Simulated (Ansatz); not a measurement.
**Question.** Predict a relaxed structure of the cluster Re2Te3 (the lowest singlet isomer of a short search), charge 0, singlet, at PBE-D4/def2-SVP (Ansatz).

**Answer.** 
Cartesian coordinates in Å:
```
Re 1.084 0.737 0.183
Re -0.070 -0.965 0.903
Te -0.723 2.171 -0.849
Te 2.120 -1.624 -0.441
Te -2.411 -0.319 0.204
```
Point group Cs (tolerance 0.1 Å). This is one stationary point.

In the def2 sets Re, Te take a core potential; there is no spin–orbit coupling. The restricted singlet is unstable towards broken spin symmetry in Hartree–Fock (as tested in another run); at PBE-D4/def2-SVP this wasn't settled. The relaxation made no stability test and no search for a lower SCF solution. No other spin state of charge 0 was run. The structure comes from a short search, and lower isomers may exist.
